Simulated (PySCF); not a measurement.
C₄H₆FOSi₂ (doublet state).
Z-matrix (Å and degrees, GFN2-xTB geometry), rows numbered from 1:
```
F 
C   1  1.3404
C   2  1.4130  1  125.67
C   3  1.3615  2  104.31  1  -179.70
O   4  1.3407  3  111.02  2    -0.08
C   5  1.3561  4  108.49  3     0.09
Si  6  1.8801  2  133.56  1    -0.53
Si  7  2.2720  6  102.53  2   175.92
H   3  1.0697  2  127.40  1     0.33
H   4  1.0719  3  131.61  2   179.98
H   7  1.4729  6  107.64  2   -67.49
H   7  1.4763  6  104.54  2    44.02
H   8  1.4642  7  121.86  6   -48.18
H   8  1.4663  7  119.14  6   176.04
```

The hyperfine couplings belong to this conformer and change with its torsions.

The species is `FC1=C([SiH2][SiH2])OC=C1` [radical].

Level of theory: UKS B3LYP, pcH-1 on C F H O Si, non-relativistic, mean-field spin-orbit, GIAO (PySCF 2.14.0). The structure is a single GFN2-xTB conformer in the gas phase; no vibrational or solvent corrections. A GFN2-xTB geometry isn't a minimum of the functional, and hyperfine couplings can be far from their values at a DFT geometry, by a factor of two or more for some ions and for spin on atoms past the first row. The SCF solution wasn't tested for stability.

Q: The isotropic 29Si couplings are -338.0, -7.5 MHz. Assign them to Si7; Si8.

A: 
| site | a_iso (MHz) | ρ(0) (bohr⁻³) | position | distance from Si8 (Å) | spin population | largest \|T\| (MHz) |
| --- | --- | --- | --- | --- | --- | --- |
| Si7 | -7.5 | +0.0085 | 1 bond from Si8 | 2.27 | +0.02 | 5.8 |
| Si8 | -338.0 | +0.3814 | largest spin population | 0.00 | +0.99 | 177.6 |

ρ(0) is the spin density at the nucleus and T the dipolar tensor; a_iso includes a spin–orbit part; entries for several nuclei are means. The largest Mulliken spin population is on Si8 (+0.99). The angles at Si8 add up to 346.9°, so it is slightly pyramidal.

β density exceeds α density at some nuclei, such as H13/H14 (-0.0017), spin density in bohr⁻³. In a single determinant that takes different orbitals for the two spins, that is spin polarisation.

Nuclei that the bonding pattern makes equivalent are averaged, as if the motion that swaps them (rotation, inversion, ring flip) were fast. The 1H value of +40.8 MHz is a mean of couplings from 4.4 to 77.1 MHz in this one geometry, not an average over conformers.

On one thread of an Arm Neoverse V1, shared host with 64 logical CPUs at a one-minute load of 16, this took 85 s (grids of density and orbitals included) and 0.96 GiB of memory at its peak.
